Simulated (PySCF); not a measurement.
**Re⁺ (rhenium, charge +1): UHF calculation**

Configuration: [Xe] 4f14 5d6, high-spin 5D determinant (an excited configuration). All numbers are calculated (PySCF 2.14, scalar relativity through the core potential, in aug-cc-pwCVTZ-PP with ECP60MDF (8s8p7d4f3g, 122 functions)).

| Quantity | Value |
| --- | --- |
| Total energy | -77.495852 hartree |
| One-electron energy | -129.8568 hartree |
| Hartree (Coulomb) energy | 60.1617 hartree |
| Exchange energy | -7.8007 hartree |
| ⟨S²⟩ | 6.0075 |
| ⟨L²⟩ | 6.656 |
| Sum of ⟨r⟩ | 21.10 bohr |
| Sum of ⟨r²⟩ | 38.72 bohr² |
| Traceless quadrupole moment −½Σ⟨3z² − r²⟩ along its main axis | -0.0187 e·bohr² |
| Time after the integrals | of the order of 5 core-seconds |

```
shell  electrons  mean orbital energy (eV)  spread (eV)  rms radius, mean of both spins (bohr)
 5s α          1                   -107.17            0                                   1.13
 5s β          1                   -102.77            0                                   1.13
 5p α          3                   -65.760        0.956                                   1.31
 5p β          3                   -59.185        0.891                                   1.31
 5d α          5                   -17.064        1.489                                   2.07
 5d β          1                   -13.855            0                                   2.07
```

Energies and moments cover only the electrons outside the core potential. Spin-orbit coupling, absent here, splits the open shell strongly.
